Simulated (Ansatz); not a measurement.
Program: Ansatz. Geometries: PBE0-D4/def2-TZVP. ΔE: electronic, gas phase. CCSD(T)/CBS is the MP2 limit (def2-TZVPP, def2-QZVPP) plus CCSD(T) − MP2 in def2-TZVPP, frozen cores. This one scheme is used for every species. DFT in def2-TZVPP. B3LYP here is the variant with VWN-RPA as its local correlation; programs differ in this. One conformer a species, not always the lowest.

Consider the formal hydrolysis of the Si–Si bond: `CS[SiH](N)[SiH3]` + H₂O → `CS[SiH](N)O` + SiH₄.

`CS[SiH](N)[SiH3]`:

```xyz
14

C     1.139   -1.147   -1.535
S     1.191   -1.645    0.211
Si    0.187    0.001    1.113
N     0.989    1.470    0.729
Si   -2.023    0.204    0.361
H     1.437   -0.104   -1.642
H     1.849   -1.779   -2.068
H     0.145   -1.294   -1.954
H     0.208   -0.394    2.552
H     1.954    1.615    0.984
H     0.480    2.336    0.673
H    -2.859   -0.870    0.960
H    -2.089    0.085   -1.121
H    -2.607    1.524    0.736
```

H₂O:

```xyz
3

O    -0.186   -0.270    0.209
H     0.724   -0.292   -0.096
H    -0.538    0.562   -0.114
```

`CS[SiH](N)O`:

```xyz
12

C     0.640    2.156   -0.117
S     1.183    0.549   -0.770
Si   -0.107   -0.772    0.267
N    -0.058   -2.318   -0.446
O    -1.588   -0.057    0.190
H     0.863    2.241    0.946
H     1.199    2.920   -0.657
H    -0.426    2.295   -0.286
H     0.284   -0.976    1.687
H     0.440   -3.068    0.003
H    -0.125   -2.449   -1.442
H    -2.304   -0.521    0.626
```

SiH₄:

```xyz
5

Si    0.000    0.000    0.000
H    -1.244    0.337   -0.736
H     0.565    1.232    0.606
H     0.988   -0.587   -0.940
H    -0.309   -0.982    1.070
```

Question: Is it downhill or uphill in electronic energy at CCSD(T)/CBS, and by how much? (An estimate is asked.)

Answer: Ansatz gave: Downhill: ΔE = -1.12 eV.

Question: What do these levels give: ωB97M-V, PBE0, B3LYP, CCSD/def2-TZVPP, CCSD(T)/def2-TZVPP, MP2/def2-QZVPP? (Estimate.)

Answer: Ansatz gave: ωB97M-V -1.20, PBE0 -1.03, B3LYP -1.22, CCSD/def2-TZVPP -1.19, CCSD(T)/def2-TZVPP -1.15, MP2/def2-QZVPP -1.18 eV.

Largest T1 diagnostic among the species: 0.012.

The D4 term adds +0.09 eV with B3LYP and +0.06 eV with PBE0; it sums over pairs of atoms, weighted by their polarisabilities, and B3LYP, whose exchange is more repulsive, gets the larger term. From PBE to PBE0 (25 % exact exchange), in def2-TZVPP and without D4, ΔE moves by −0.06 eV.
